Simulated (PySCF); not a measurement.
**Magnetisability: `C[C@@H](Br)C(F)=C1CC1`, C6H8BrF**

Molfile (atoms numbered from 1):
```
C6H8BrF
     RDKit          3D

 16 16  0  0  0  0  0  0  0  0999 V2000
   -2.1292    0.3835   -0.6785 C   0  0  0  0  0  0  0  0  0  0  0  0
   -1.2829   -0.8014   -0.2390 C   0  0  1  0  0  0  0  0  0  0  0  0
   -0.1922   -1.4277   -1.7430 Br  0  0  0  0  0  0  0  0  0  0  0  0
   -0.4051   -0.4564    0.9273 C   0  0  0  0  0  0  0  0  0  0  0  0
   -1.0864   -0.5873    2.1073 F   0  0  0  0  0  0  0  0  0  0  0  0
    0.8290   -0.0272    0.9271 C   0  0  0  0  0  0  0  0  0  0  0  0
    2.0349    0.3128    0.1702 C   0  0  0  0  0  0  0  0  0  0  0  0
    2.0069    0.4194    1.6770 C   0  0  0  0  0  0  0  0  0  0  0  0
   -1.4922    1.2096   -0.9899 H   0  0  0  0  0  0  0  0  0  0  0  0
   -2.7485    0.7126    0.1547 H   0  0  0  0  0  0  0  0  0  0  0  0
   -2.7763    0.1062   -1.5081 H   0  0  0  0  0  0  0  0  0  0  0  0
   -1.9176   -1.6497    0.0326 H   0  0  0  0  0  0  0  0  0  0  0  0
    2.0299    1.2206   -0.4163 H   0  0  0  0  0  0  0  0  0  0  0  0
    2.5934   -0.4911   -0.2875 H   0  0  0  0  0  0  0  0  0  0  0  0
    2.5476   -0.3143    2.2572 H   0  0  0  0  0  0  0  0  0  0  0  0
    1.9813    1.3994    2.1324 H   0  0  0  0  0  0  0  0  0  0  0  0
  1  2  1  0
  2  3  1  0
  2  4  1  0
  4  5  1  0
  4  6  2  3
  6  7  1  0
  7  8  1  0
  8  6  1  0
  1  9  1  0
  1 10  1  0
  1 11  1  0
  2 12  1  1
  7 13  1  0
  7 14  1  0
  8 15  1  0
  8 16  1  0
M  END
```

Computed with GIAO BHandHLYP/pcSseg-1 magnetisability, rotational g tensor and spin-rotation constants, non-relativistic, gas phase in PySCF 2.14.0. Geometry: GFN2-xTB.

The calculation is non-relativistic, which matters for the atoms heavier than Zn.

(1) How diamagnetic is it, and how anisotropic?

(2) Split it along the inertial axes a, b, c into diamagnetic and paramagnetic parts about the centre of mass, with the quadrupole moment.

(3) And the rotational g tensor?

Results:

(1) Isotropic -1611 × 10⁻³⁰ J/T², or -97.0 × 10⁻⁶ cm³/mol; principal values -1784, -1564, -1484 × 10⁻³⁰ J/T², anisotropy 269 × 10⁻³⁰ J/T² (root of half the summed squared differences of the principal values). The susceptibility is in cgs units.

(2) 
| axis | χ (10⁻⁶ cm³/mol) | diamagnetic (10⁻⁶ cm³/mol) | paramagnetic (10⁻⁶ cm³/mol) | summed x² of all electrons (Å²) | quadrupole Θ (D Å) |
| --- | --- | --- | --- | --- | --- |
| a | -93.5 | -766.6 | 673.1 | 243.1 | -3.27 |
| b | -94.5 | -1214.9 | 1120.4 | 137.4 | +2.87 |
| c | -102.9 | -1614.1 | 1511.2 | 43.3 | +0.40 |

Anisotropies 2χaa − χbb − χcc = +10.4 and 2χbb − χaa − χcc = +7.4 × 10⁻⁶ cm³/mol. Θ is traceless in Buckingham's convention.

(3) 
```
axis  rotational constant (GHz)        g  nuclear part  electronic part
   a                     1.8406  -0.0090        0.5730          -0.5820
   b                     1.0026  -0.0061        0.5216          -0.5277
   c                     0.7437  -0.0011        0.5269          -0.5280
```
Asymmetric top; isotopes 79Br, 12C, 19F, 1H; no vibrational averaging.
